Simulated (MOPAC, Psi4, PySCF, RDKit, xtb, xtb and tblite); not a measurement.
Torsional profile of SMILES OB([SiH2][SiH2]Cl)O, singlet. Scanned: dihedral H7–O1–B2–Si4; all other coordinates were relaxed at GFN2-xTB. Points at φ and −φ are mirror images.

Geometry of the scan point at 140° (Å):
```
12

O     -2.2928     0.5465     1.0169
B     -1.5325     0.4957    -0.1069
O     -0.2541     0.0524    -0.1071
Si    -2.4099     0.6563    -1.8606
Si    -3.2483    -1.4509    -2.4116
Cl    -2.9197    -2.7170    -0.8360
H     -2.0878    -0.0445     1.7429
H      0.1457    -0.2018     0.7284
H     -1.5492     1.0592    -2.9868
H     -3.5528     1.5836    -1.9422
H     -4.6919    -1.5637    -2.6395
H     -2.6247    -2.1496    -3.5396
```

- GFN2-xTB (xtb and tblite)
- PBE/def2-TZVP // GFN2-xTB (Psi4)
- PBE-D3(BJ)/def2-TZVP // GFN2-xTB (Psi4)
- MP2/cc-pVTZ = DF-MP2 (frozen core)/cc-pVTZ // GFN2-xTB (Psi4)
- HF/cc-pVTZ // GFN2-xTB (Psi4)
- UFF // GFN2-xTB (RDKit)
- PM7, restricted, heats of formation // GFN2-xTB (MOPAC)
- PM6, restricted, heats of formation // GFN2-xTB (MOPAC)
- GFN1-xTB // GFN2-xTB (xtb)
- RKS-B3LYP/6-31G* = restricted B3LYP/6-31G*, spherical d, density fitting // GFN2-xTB in PySCF
- RMP2/6-31G* = restricted MP2 (frozen core)/6-31G*, spherical d // GFN2-xTB (PySCF)
- RHF/6-31G* = restricted Hartree-Fock/6-31G*, spherical d, density fitting // GFN2-xTB (PySCF 2.14.0)
- RKS-B3LYP/6-311+G** = restricted B3LYP/6-311+G**, spherical d, density fitting // GFN2-xTB (PySCF 2.14.0)

Least-squares fit of E(φ) = a0 + Σ (a_n cos nφ + b_n sin nφ), n = 1 to 4, to the 18 scan points, in kJ/mol above the lowest point of each profile (levels whose profile four harmonics don't fit are not listed):

| method | a0 | a1 | b1 | a2 | b2 | a3 | b3 | a4 | b4 | rms of fit |
|---|---|---|---|---|---|---|---|---|---|---|
| GFN2-xTB | 16.65 | -1.44 | 0.00 | -18.06 | 0.00 | 0.65 | 0.00 | 2.73 | 0.00 | 0.40 |
| PBE/def2-TZVP | 24.63 | -11.84 | 0.00 | -16.23 | 0.00 | 1.91 | 0.00 | 1.80 | 0.00 | 0.23 |
| PBE-D3(BJ)/def2-TZVP | 24.85 | -12.21 | 0.00 | -15.88 | 0.00 | 1.54 | 0.00 | 1.96 | 0.00 | 0.20 |
| MP2/cc-pVTZ | 23.89 | -10.50 | 0.00 | -16.45 | 0.00 | 1.39 | 0.00 | 1.87 | 0.00 | 0.19 |
| HF/cc-pVTZ | 19.83 | -6.95 | 0.00 | -15.48 | 0.00 | 1.74 | 0.00 | 0.88 | 0.00 | 0.32 |
| UFF | 26.60 | 9.94 | 0.00 | 26.18 | 0.00 | 2.62 | 0.00 | -2.02 | 0.00 | 0.65 |
| PM7 | 13.62 | 7.27 | 0.00 | -7.29 | 0.00 | 0.53 | 0.00 | 0.47 | 0.00 | 0.47 |
| PM6 | 12.33 | -3.71 | 0.00 | -11.46 | 0.00 | 2.74 | 0.00 | 0.91 | 0.00 | 0.85 |
| GFN1-xTB | 17.94 | 3.85 | 0.00 | -15.89 | 0.00 | 0.23 | 0.00 | 2.36 | 0.00 | 0.39 |
| RKS-B3LYP/6-31G* | 25.22 | -12.63 | 0.00 | -16.57 | 0.00 | 2.53 | 0.00 | 1.89 | 0.00 | 0.41 |
| RMP2/6-31G* | 24.84 | -11.53 | 0.00 | -17.10 | 0.00 | 1.94 | 0.00 | 2.33 | 0.00 | 0.38 |
| RHF/6-31G* | 20.77 | -8.23 | 0.00 | -15.66 | 0.00 | 2.10 | 0.00 | 1.21 | 0.00 | 0.35 |
| RKS-B3LYP/6-311+G** | 23.43 | -11.09 | 0.00 | -15.64 | 0.00 | 2.05 | 0.00 | 1.55 | 0.00 | 0.32 |
